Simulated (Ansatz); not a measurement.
Consider the cleavage of the B–B bond: `OBB[SiH3]` + silanol → `[SiH3]BO[SiH3]` + `BO`.

Calculated with Ansatz (gas phase, PBE0-D4/def2-TZVP geometries, no zero-point term in ΔE). CCSD(T)/CBS adds triple-zeta CCSD(T) − MP2 to the extrapolated MP2 energy (def2 sets, frozen cores). This one scheme is used for every species. DFT in def2-TZVPP. B3LYP here is the variant with VWN-RPA as its local correlation; programs differ in this. One conformer a species, not always the lowest.

Is it downhill or uphill in electronic energy at CCSD(T)/CBS, and by how much? (Best estimate.)

Ansatz gave: Downhill: ΔE = -148.7 kJ/mol.

What do these levels give: PBE0-D4, BLYP, B3LYP, MP2/def2-TZVPP, HF/def2-QZVPP, SCS-MP2/def2-QZVPP? (Estimate.)

Ansatz gave: PBE0-D4 -139.9, BLYP -148.1, B3LYP -149.5, MP2/def2-TZVPP -155.6, HF/def2-QZVPP -158.9, SCS-MP2/def2-QZVPP -155.8 kJ/mol.

Largest T1 diagnostic among the species: 0.014.

At CCSD(T), def2-SVP lies −22.1 kJ/mol from the extrapolated value and def2-TZVPP −2.6 kJ/mol. From BLYP to BHLYP (50 % exact exchange), in def2-TZVPP and without D4, ΔE moves by −5.3 kJ/mol.
